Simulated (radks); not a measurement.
Results of a calculation; reference values are marked as such.
Spherical jellium clusters: N electrons in a uniform positive sphere of charge N and radius rs N^(1/3), rs = 2.29 bohr. Level of theory: non-relativistic Kohn-Sham, LDA (Slater exchange, Perdew-Wang correlation), spin-polarised, spherical densities (a radial shooting solver with Libxc functionals). Levels are named by radial order and angular momentum (1s, 1p, 1d, 2s, ...), and open shells are averaged over m.

N = 22, configuration 1s2 1p6 1d10 2s2 1f(up 2, down 0). This is the lowest configuration that the search found. Occupied and some empty levels:

| level | occupation | eigenvalue (eV) | <r> (bohr) |
|---|---|---|---|
| 1s up | 1 | -10.543 | 3.909 |
| 1s down | 1 | -10.420 | 3.855 |
| 1p up | 3 | -8.2381 | 4.763 |
| 1p down | 3 | -8.0514 | 4.730 |
| 1d up | 5 | -5.4967 | 5.453 |
| 1d down | 5 | -5.2735 | 5.441 |
| 2s up | 1 | -4.6037 | 4.969 |
| 2s down | 1 | -4.4607 | 4.992 |
| 1f up | 2 | -2.5098 | 6.219 |
| 1f down | 0 | -2.2767 | 6.242 |
| 2p up | 0 | -1.8757 | 6.862 |
| 2p down | 0 | -1.7435 | 6.939 |
| 2d up | 0 | -0.12188 | 11.09 |
| 2d down | 0 | -0.052495 | 11.71 |

Energy (eV): total -17.7887, kinetic 101.83, external -2375.2, Hartree 1149.3, exchange-correlation -125.29, background 1231.5.

Electron density:

| r (bohr) | n(r) (e/bohr^3) |
|---|---|
| 0.217 | 0.02526 |
| 0.761 | 0.02405 |
| 1.30 | 0.02201 |
| 1.85 | 0.02007 |
| 2.39 | 0.01902 |
| 2.94 | 0.01911 |
| 3.48 | 0.01991 |
| 4.03 | 0.02041 |
| 4.57 | 0.01961 |
| 5.12 | 0.01702 |
| 5.66 | 0.01307 |
| 6.20 | 0.008818 |
| 6.75 | 0.005323 |
| 7.29 | 0.002983 |
| 7.84 | 0.001601 |
| 8.38 | 0.0008363 |
| 8.92 | 0.0004297 |
| 9.47 | 0.0002183 |
| 10.0 | 0.0001108 |
| 10.6 | 0.00005559 |
